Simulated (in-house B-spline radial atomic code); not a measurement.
The numbers below are computed, except where a source is named.
## Br ion on P atom: potential, deflection and energy transfer

The pair potential comes from two frozen, spherical free-atom densities (PBE, B-spline radial code, scalar-relativistic past argon): electrostatics plus the change in Thomas-Fermi kinetic and Dirac exchange energy where they overlap, the recipe behind the universal ZBL potential, which averages such potentials (from solid-state densities) over many pairs. It is written V = (Z1 Z2 e²/r) φ(r/a), with e² = 14.3996 eV·Å and a = 0.46850 Å/(Z1^0.23 + Z2^0.23); ZBL's fit is φ = 0.18175 e^(−3.1998x) + 0.50986 e^(−0.94229x) + 0.28022 e^(−0.4029x) + 0.02817 e^(−0.20162x). Where φ falls below 4e-4 it is continued as an exponential.

Masses 79.9 and 30.97 u.

```tsv
x = r/a	φ, this pair	φ, ZBL
0.1	0.8928	0.8928
0.5	0.625	0.6096
1.5	0.3135	0.2995
3	0.1353	0.1292
5	0.05402	0.05224
8	0.0182	0.01705
12	0.005227	0.00474
17	0.001219	0.001212
```

(1) At x = 3 the electrostatic, kinetic and exchange parts are 764.74, 2389.24 and -149.83 eV. Find r, V and φ.

(2) The ion comes in at 238.6 keV with impact parameter 0.0567 Å. The scattering integral gives a centre-of-mass angle of 64.21° and a closest approach of 0.806 a. What are the reduced energy, the energy passed on and the laboratory angles?

## Answers

(1) a = 0.46850/(2.2654 + 1.8642) = 0.11345 Å, so r = 0.34035 Å. V = 764.74 + 2389.24 + (-149.83) = 3004.15 eV. The bare repulsion is 35 × 15 × 14.3996/0.34035 = 22212 eV, so φ = 0.1352, +4.6 % against ZBL's 0.1292. The kinetic (Pauli) term is 80 % of V here.

(2) ε = E a M2/(Z1 Z2 e² (M1 + M2)) = 238600 × 4.1920e-06 = 1. The most that one collision can pass on is γE with γ = 4 M1 M2/(M1 + M2)² = 0.8052. Here T = γE sin²(θ/2) = 0.8052 × 238600 × 0.2824 = 54250 eV. The ion turns by arctan(sin θ/(cos θ + M1/M2)) = 16.6°, and the struck atom leaves at (180° − θ)/2 = 57.9°. The closest approach is 0.091 Å. With ZBL the angle would be 63.04° and T = 52500 eV.
